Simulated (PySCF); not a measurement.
Computed shifts of a molecule C4F6, PBE/pcSseg-1 in PySCF, GIAO, gas phase, atoms alike by connectivity averaged where their shifts nearly agree, in ppm (number of nuclei): ¹⁹F: -117.8 (2), -135.7 (2), -236.0 (2). ¹³C: 163.8 (2), 130.4 (2). References: ¹⁹F against CFCl3 (σ = 133.6 ppm); ¹³C against TMS (σ = 182.0 ppm), references at their B3LYP-D3(BJ)/def2-TZVP geometries, non-relativistic. The structure is a stationary point at ωB97X-D3(BJ)/def2-SVP. A frequency run showed that this geometry is not a minimum. The values are those of a single conformer.

Problem. Identify the compound among the candidates.
A. FC(F)(F)C#CC(F)(F)F
B. FC1=C(F)C(F)(F)C1(F)F
C. FC(F)=C(F)C(F)=C(F)F

Solution. C, FC(F)=C(F)C(F)=C(F)F
